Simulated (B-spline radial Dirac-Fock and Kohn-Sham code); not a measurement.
The computed values come from a B-spline atomic structure program: Dirac-Fock (average of configuration) total-energy differences with a finite nucleus, the Breit interaction including its frequency dependence, and self-energy and vacuum-polarisation corrections. Free neutral atoms.

Q: Order these X-ray lines by photon energy, lowest first.
A. Gd Lβ6
B. Sm Lγ3
C. Tm Lα1
D. Pr Lβ15
E. Sn Lβ6
F. Sm Lβ4

A: E (3783.5 eV), D (5845.4 eV), F (6197.2 eV), A (6854.3 eV), C (7179.3 eV), B (7483.8 eV).
